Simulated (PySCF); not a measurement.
# Static response to an electric field

Species: (HInNH)4 cubane, H8In4N4.
Geometry (PBE0-D3(BJ)/def2-SVP, Å), atoms numbered from 1 in this order:
```xyz
16
H8In4N4 angstrom
In     1.9052   -0.3405   -0.3605
H      3.5609   -0.6205   -0.6906
N      0.6175   -1.2741    1.1398
In    -1.0254   -1.6657   -0.2508
H     -1.9339   -3.1001   -0.4631
N      0.1930   -0.5778   -1.7042
In    -0.6726    1.3757   -1.2338
H     -1.2458    2.5768   -2.3095
N      0.9389    1.5274    0.2398
In    -0.2141    0.6193    1.8612
H     -0.3962    1.1519    3.4773
N     -1.7562    0.3111    0.3402
H      0.9633   -1.9898    1.7779
H      0.3069   -0.8982   -2.6651
H      1.4670    2.3885    0.3775
H     -2.7428    0.4819    0.5303
```

Level: wB97X-D/def2-SVPD (PySCF), static field, nuclei fixed, core orbitals frozen in the response. The polarisability tensor in these axes (au):

```
x   159.54   0.18  -0.10
y     0.18 159.28  -0.15
z    -0.10  -0.15 159.49
```

Question: Diagonalise the tensor; give its mean and Δα, where Δα² is half the sum of the squared differences of the eigenvalues.

Answer: Principal values 159.16, 159.42 and 159.74 au; mean 159.44 au = 23.63 Å³ = 26.29 × 10⁻⁴⁰ C²·m²/J; Δα = 0.50 au (0 % of the mean). Point group Td makes the tensor isotropic, so any spread comes from the grid or from a geometry that is symmetric only within 0.08 Å.

Question: What is the dipole moment?

Answer: 0.02 D; point group Td allows none, and the residue is numerical.

Question: Find the Langevin capture rate constant for NH4+ (18.034 u) meeting this molecule (523.690 u), k = 2.342 × 10⁻⁹ cm³/s × √(α in Å³ / reduced mass in u).

Answer: The reduced mass is 17.43 u, so k = 2.73 × 10⁻⁹ cm³/s.

Question: Sum over states: ᾱ = Σ f/ω², ω in Eh. What share falls to these 10 lowest TDDFT singlets (eV, f)? 5.49, 0.0000; 5.50, 0.0000; 5.50, 0.0000; 5.71, 0.0000; 5.71, 0.0000; 5.90, 0.1378; 5.90, 0.1381; 5.91, 0.1377; 6.02, 0.0000; 6.08, 0.0000.

Answer: They add up to 8.79 au, 5.5 % of the 159.44 au; the largest single term is 2.93 au, from the state at 5.90 eV. Terms in order: 0.00, 0.00, 0.00, 0.00, 0.00, 2.93, 2.93, 2.92, 0.00, 0.00 au. Higher excitations give the rest. The strengths listed sum to 0.414.

Question: What would n − 1 = 2πNα be for an ideal gas of these molecules at 500 K and 1 atm, electronic part alone?

Answer: N = p/kT = 1.4678 × 10¹⁹ cm⁻³, so n − 1 = 2π × N × 23.63 × 10⁻²⁴ cm³ = 2179 × 10⁻⁶ at long wavelengths.

The structure is a single PBE0-D3(BJ)/def2-SVP conformer in the gas phase; no vibrational or solvent corrections. Atoms past krypton carry effective core potentials; spin–orbit coupling is left out.

wB97X-D is run here without its empirical dispersion term; that term would change no orbital, density or response property at a fixed geometry.
